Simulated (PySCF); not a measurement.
## Correlation energy of Cl³⁺ (chlorine, charge +3)

[Ne] 3s2 3p2, high-spin 3P determinant. Computed with PySCF 2.14 in aug-cc-pwCVDZ (6s5p3d, 36 functions), with the non-relativistic Hamiltonian (point nucleus). Frozen: 1s2; 12 electrons correlated.

```json
{"level": "CCSD", "correlation energy (mhartree)": "-227.72"}
{"level": "(T)", "correlation energy (mhartree)": "-2.10"}
{"level": "CCSD(T)", "correlation energy (mhartree)": "-229.82"}
```

Diagnostics: T1 = 0.0045, D1 = 0.0205, largest double amplitude 0.102.

Problem. Is a single reference adequate?

Solution. Mostly. T1 lies below 0.03, but a double amplitude of this size points to a near-degeneracy that CCSD handles and MP2 describes poorly.
